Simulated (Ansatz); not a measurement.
Total energies of CH₃F₂ISi (`C[Si](F)(F)I`).

Z-matrix (Å, degrees):
```
C
Si 1 1.836
H 1 1.091 2 110.4
H 1 1.093 2 109.7 3 120.0
H 1 1.091 2 110.4 3 -120.1
F 2 1.585 1 110.5 3 -178.8
F 2 1.585 1 110.5 3 -61.3
I 2 2.419 1 113.1 3 59.9
```

The species carries charge 0 and has multiplicity 1. Correlated methods include outer-core shells of I, which these sets cover unevenly. I takes the def2 core potential. All single points use the PBE0-D4/def2-TZVP geometry. Basis def2-TZVPP, Ansatz 0.2.0.

RPA on PBE orbitals: Hartree–Fock energy of these orbitals -824.34793 Eh, correlation -1.83648 Eh (frozen core).

| functional | energy without D4 (Eh) | D4 term (kJ/mol) |
| --- | --- | --- |
| LDA (SPW92) | -823.89992 | – |
| PBE | -826.70415 | -20.5 |
| revPBE | -827.00349 | -55.3 |
| BLYP | -827.01527 | -44.4 |
| r2SCAN | -827.10293 | -4.7 |
| B97M-V | -826.95622 | – |
| PBE0 | -826.76678 | -17.5 |
| B3LYP | -827.23037 | -33.6 |
| r2SCANh | -827.07930 | -5.1 |
| r2SCAN0 | -827.04502 | -5.7 |
| HSE06 (plane-wave form) | -826.74834 | -16.5 |
| BHLYP | -826.97313 | -28.6 |
| CAM-B3LYP | -827.06014 | -18.1 |
| LC-ωPBE | -826.92829 | – |
| ωB97X-V | -826.97841 | – |
| ωB97M-V | -827.01212 | – |
| B2PLYP | -826.68931 | – |
| PBE-QIDH | -826.50725 | – |

B3LYP takes the VWN-RPA correlation (the form of Gaussian; ORCA's B3LYP/G). HSE06 is the plane-wave form, built on full-range PBE exchange. The double hybrids freeze the cores in their second-order part.

LC-ωPBE has ω = 0.4 bohr⁻¹.
